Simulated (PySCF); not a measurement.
Gas-phase equilibrium of 1 mol ZnCl2, 0.19 mol H2O at 800 K and 0.00133 bar, among 18 species (ClO, O2, HCl, O, HO2, Zn, H2O, H, Zn(OH)2, HOCl, H2O2, O3, H2, ZnH2, ZnCl2, Cl, Cl2, OH). Only gases are allowed; each row takes one source of thermochemistry for all species, and Cantera finds the minimum.

Method: PySCF energies plus ideal-gas RRHO corrections (1 bar). † marks an energy on the PBE0/def2-TZVP geometry and frequencies; other levels use their own. 6-31G* has spherical d functions here. Open shells (unrestricted) among the columns below: O2 (multiplicity 3); the rest are closed-shell singlets. B3LYP is the form with VWN-RPA correlation. Zn: all electrons, no relativistic terms. No R ln 2 is added for the mirror-image form of Zn(OH)2. Zn(OH)2: computed as isolated molecules; such fragments, hydroxides, amides, oligomers or adducts are transient or little studied in the gas. The harmonic model lacks anharmonicity and excited electronic states, which grow with temperature; levels with a mode under 35 cm⁻¹ are left out. Soft modes under 120 cm⁻¹ make the harmonic entropy rough for ZnCl2.

Molecules larger than those listed are left out. Table species left out: Zn+.

Mole fractions:

| thermochemistry | x ZnCl2 | x H2O | x HCl | x Zn(OH)2 | x H2 | x Zn | x O2 |
|---|---|---|---|---|---|---|---|
| B3LYP/6-31G* | 0.84 | 0.16 | 0.0014 | 0.00070 | 5.2e-6 | 1.4e-9 | 2.6e-6 |
| r2SCAN/def2-TZVP† | 0.84 | 0.16 | 0.00013 | 6.2e-5 | 5.1e-8 | 1.8e-6 | 9.4e-7 |
| LDA/def2-TZVP† | 0.84 | 0.16 | 0.00028 | 0.00014 | 1.5e-9 | 1.0e-7 | 5.1e-8 |
| ωB97M-V/def2-TZVP† | 0.84 | 0.16 | 8.8e-5 | 4.1e-5 | 2.5e-9 | 3.4e-6 | 1.7e-6 |
| ωB97X-V/def2-TZVP† | 0.84 | 0.16 | 0.00011 | 5.2e-5 | 1.9e-8 | 1.6e-6 | 8.0e-7 |
The most sensitive of these is H2: it spans a factor of 10^3.5 over these rows; at this temperature one factor of ten is RT ln 10 = 15 kJ/mol.
